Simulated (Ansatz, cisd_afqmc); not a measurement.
System: Si, charge 0, triplet.

Quantity: first ionisation energy (Si+ (doublet) against Si (triplet)), in eV. Open shells are spin-unrestricted; no spin-orbit coupling. Cores are frozen in correlated methods. Rows without X2C or -DK are non-relativistic. AFQMC/CISD: phaseless, guided by CISD from CCSD amplitudes; bars are statistical, one sigma. Outlying blocks are dropped, and bars are widened where a walk drifts. Over all cases where full CI ran beside it in this data, AFQMC minus full CI had a median of +0.1 mEh and passed +0.4 mEh in a tenth of the cases. CBS(X,Y): correlation extrapolated as X^-3, Hartree-Fock from the larger set. A bracket is a step between two methods taken in the basis named. The functionals are non-relativistic, so their misses hold any scalar relativity. Double hybrids freeze cores in their MP2 part. '+ core + X2C': CCSD(T) terms for core correlation (cc-pwCVTZ, 1s frozen past Ne) and scalar relativity (cc-pVTZ-DK). Full CI freezes restricted core orbitals, also for open shells; the composite that ends in it estimates full CI at the basis-set limit.

```tsv
level	program	first ionisation energy (eV)	error against the last row
HF/aug-cc-pV(D+d)Z	Ansatz	7.65	-0.50
HF/aug-cc-pV(T+d)Z	Ansatz	7.64	-0.51
HF/aug-cc-pV(Q+d)Z	Ansatz	7.64	-0.51
r2SCANh/def2-TZVPD	Ansatz	8.31	0.16
CAM-B3LYP/def2-TZVPD	Ansatz	8.11	-0.04
wB97M-V/def2-TZVPD	Ansatz	7.92	-0.23
B2PLYP/def2-TZVPD	Ansatz	8.01	-0.14
CCSD/aug-cc-pV(D+d)Z	Ansatz	8.00	-0.15
CCSD(T)/aug-cc-pV(D+d)Z	Ansatz	8.01	-0.14
CCSD(T)/aug-cc-pV(Q+d)Z	Ansatz	8.14	-0.01
CCSD(T)/CBS(aug-cc-pV(T+d)Z,aug-cc-pV(Q+d)Z)	Ansatz	8.15	0.00
FCI/aug-cc-pV(D+d)Z	Ansatz	8.02	-0.13
CCSD(T)/CBS(aug-cc-pV(T+d)Z,aug-cc-pV(Q+d)Z) + [AFQMC/CISD - CCSD(T)]/aug-cc-pV(Q+d)Z + core + X2C	Ansatz + cisd_afqmc	8.14 ± 0.01	-0.01
CCSD(T)/CBS(aug-cc-pV(T+d)Z,aug-cc-pV(Q+d)Z) + [CCSDT(Q) - CCSD(T)]/aug-cc-pV(Q+d)Z + [FCI - CCSDT(Q)]/aug-cc-pV(D+d)Z + core + X2C	Ansatz	8.15	0.00
CCSD(T)/CBS(aug-cc-pV(T+d)Z,aug-cc-pV(Q+d)Z) + [FCI - CCSD(T)]/aug-cc-pV(Q+d)Z + core + X2C	Ansatz	8.15	0.00
```

Ansatz is a program for electronic structure.
